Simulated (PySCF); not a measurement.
**SMILES Cl[C@@H]1CC(=C)[C@H]1C#N, C6H6ClN**

Geometry (Å), atoms numbered from 1 in this order:
```xyz
14

C     1.9923    0.3078   -0.4066
C     0.7461    0.2343    0.0045
C     0.0723    0.1436    1.3471
C    -1.2537   -0.1455    0.6273
Cl   -2.6060    0.9289    1.0375
C    -0.5783    0.1445   -0.7359
C    -0.6782   -0.9011   -1.7142
N    -0.7428   -1.7567   -2.4699
H     2.2427    0.3338   -1.4536
H     2.8102    0.3438    0.2926
H     0.4275   -0.6447    2.0088
H     0.0687    1.0874    1.8912
H    -1.6107   -1.1702    0.7286
H    -0.8909    1.0936   -1.1795
```

Computed with TDDFT B3LYP/aug-cc-pVDZ circular dichroism and optical rotation, one conformer, gas phase (PySCF). Geometry: GFN2-xTB.

(1) Draw the ECD and absorption spectra from the lowest 16 states, each a Gaussian of half-width 0.35 eV at 1/e height.

Answers

(1) 
```csv
E (eV),λ (nm),Δε (L mol⁻¹ cm⁻¹),ε (L mol⁻¹ cm⁻¹)
5.73,216,+1.86,724
5.83,213,+3.68,1530
5.93,209,+6.03,2770
6.03,206,+8.08,4300
6.13,202,+8.57,5770
6.23,199,+6.72,6740
6.33,196,+2.99,6970
6.43,193,-0.98,6490
6.53,190,-3.45,5580
6.63,187,-3.82,4540
6.73,184,-2.77,3570
6.83,182,-1.39,2830
6.93,179,-0.15,2480
7.03,176,+1.45,2620
7.13,174,+4.31,3230
7.23,171,+8.89,4130
7.33,169,+14.48,4980
7.43,167,+19.31,5420
```
Δε uses R in velocity form, ε uses f in length form. Only the states computed contribute, so the short-wavelength end is incomplete.
